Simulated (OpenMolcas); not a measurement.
# W2+: from CASSCF to CASPT2

```json
{
  "Program": "OpenMolcas",
  "Basis": "ANO-RCC-VTZP [8s7p5d3f2g1h]",
  "Scalar Hamiltonian": "DKH2, point nucleus",
  "Active space": "4 electrons in 6 orbitals (5d 6s)",
  "State averaging": "2S+1 = 5 even, 15 roots; 2S+1 = 3 even, 105 roots (97 in the spin-orbit step); 2S+1 = 1 even, 104 roots (84 in the spin-orbit step)",
  "Spin-orbit coupling": "state interaction with AMFI integrals over the reference wave functions, term energies averaged over their components"
}
```

Methods on the same reference wave functions:
A. CASSCF
B. SS-CASPT2, IPEA 0.25 Eh, imaginary shift 0.1 Eh (closed shells correlated: 5s 5p)
C. MS-CASPT2, IPEA 0.25 Eh, imaginary shift 0.1 Eh (closed shells correlated: 5s 5p)

Energies in eV above 5d⁴ ⁵D₀, the measured ground level; measured values from NIST levels as listed in McCann et al., Mon. Not. R. Astron. Soc. 538, 537 (2025).

```
            Level       A       B       C  Measured
   5d⁴ ⁵D₀ [65 %]  0.0000  0.0000  0.0000    0.0000
          5d⁴ ⁵D₁  0.2612   0.304   0.304    0.2797
          5d⁴ ⁵D₂  0.5418   0.604   0.604    0.5531
          5d⁴ ⁵D₃  0.7870   0.846   0.846    0.7783
          5d⁴ ⁵D₄  0.9919   1.028   1.028    0.9530
       5d³ 6s ⁵F₁  1.4398   1.449   1.449    1.3599
   5d⁴ ³P₀ [60 %]  1.4510   1.356   1.356    1.2280
       5d³ 6s ⁵F₂  1.6290   1.636   1.636    1.5408
          5d⁴ ³P₁  1.8541   1.737   1.737    1.5970
       5d³ 6s ⁵F₃  1.9131   1.938   1.938          
   5d⁴ ³H₄ [50 %]  2.0194   1.903   1.903          
5d⁴ ³F₂(1) [69 %]  2.0776   1.898   1.898          
       5d³ 6s ⁵F₄  2.2358   2.255   2.255          
   5d⁴ ³P₂ [71 %]  2.3949   2.229   2.229          
   5d⁴ ³H₅ [66 %]  2.4063   2.311   2.311          
5d³ 6s ⁵F₅ [74 %]  2.5574   2.550   2.550          
          5d⁴ ³H₆  2.6343   2.528   2.528          
   5d⁴ ³G₄ [52 %]  2.9577   2.786   2.786          
       5d³ 6s ⁵P₁  3.2177   3.031   3.031          
   5d⁴ ³G₅ [65 %]  3.2589   3.139   3.139          
   5d⁴ ³D₃ [70 %]  3.2793   3.003   3.003          
          5d⁴ ³D₁  3.5171   3.254   3.254          
       5d³ 6s ⁵P₃  3.7362   3.589   3.589          
          5d⁴ ¹I₆  3.7414   3.546   3.546
```

Deviations, from unrounded energies. A percentage is the sum of absolute deviations over the sum of measured energies, with the sign that they share, or ± where signs differ.

```tsv
Against measurement	Levels	A	B	C
mean absolute deviation (cm-1)	8	730	680	680
fine structure of the ground term (%)	4	±3.0	+8.5	+8.5
other terms of the ground configuration (%)	2	+17.0	+9.5	+9.5
other configurations (%)	2	+5.8	+6.4	+6.4
```

B, C lie about equally close to measurement and A furthest from it. The largest miss of C in the table is 5d⁴ ³P₁, by +1100 cm-1. The ranking rests on the paired levels alone, and a cruder setting can come out closer through cancelling errors.

Between B and C no level of the table moves by more than 5 cm-1.

The two smallest mean deviations differ by little beside CASPT2's spread within terms, so their order carries little weight.

From A to B the spin-free energies of the other terms of 5d⁴ shown, above ⁵D, scale by factors of 0.82 to 0.90, as is usual when dynamic correlation screens the repulsion within a d or f shell.

The lowest spin-free term lies below A's lowest term by 0.274 hartree in B, 0.274 hartree in C.

CASPT2 breaks the degeneracy within a term, and the mean is taken; among the terms shown or strongly mixed into the levels shown the widest spread is 540 cm-1 (5d³ 6s ⁵F, C). Some high roots are left out of the spin-orbit mixing, which shifts the levels that they would mix with. Configurations are named by rounded mean occupations; where the s occupation lies near a half they are strongly mixed, a name can repeat and a true partner stay unpaired. A single d shell beside an s shell can misplace configurations of different d count against each other. The CASPT2 spread within a term exceeds the gap to the next term for 5d⁴ ¹G(1) and 5d⁴ ¹I, so the order of their levels is uncertain (figures for B; the like holds for C). Without dynamic correlation excited terms often stand tens of per cent too high (terms of higher spin than the ground term too low), and those without a measured partner can miss by more than the paired ones (holds for A). Blocks of more than 70 roots (2S+1 = 3 even, 1 even) ran without multistate coupling (holds for C). Measured partners are found by configuration, term and J. A level has none where our copy of the source lacks it or the pairing is in doubt (some pairs that miss far off the trend of their configuration count as doubtful), and it then counts in no deviation. Levels of configurations outside the active space are missing. The table leaves out levels that lie high or whose names do not pair safely across all columns.

A share in square brackets marks a mixed level and gives the weight of the term that names it, the lowest over the columns. A number in round brackets counts repeated terms of one configuration in the order of the reference energies.
